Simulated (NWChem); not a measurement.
Species: BiH₃O; SMILES [OH][BiH2]

All runs: NWChem. The geometry was optimised at PBE0/def2-SVP. def2 effective core potentials on Bi; no spin-orbit coupling. Ions are spin-unrestricted doublets at the neutral geometry; other ion states weren't tried. Functional: LC-ωPBE (HJS hole) with def2-SVP; rows give the range parameter ω in 1/bohr.

For range parameter (1/bohr) 0.80:

```
Quantity                               Result
-------------------------------------  ------
vertical ionisation energy, ΔSCF (eV)   10.52
−ε(HOMO) (eV)                           11.07
```

Estimate the same quantities for range parameter (1/bohr) 0.05.

The vertical ionisation energy, ΔSCF (eV) is 9.79 and the −ε(HOMO) (eV) comes out as 6.77.
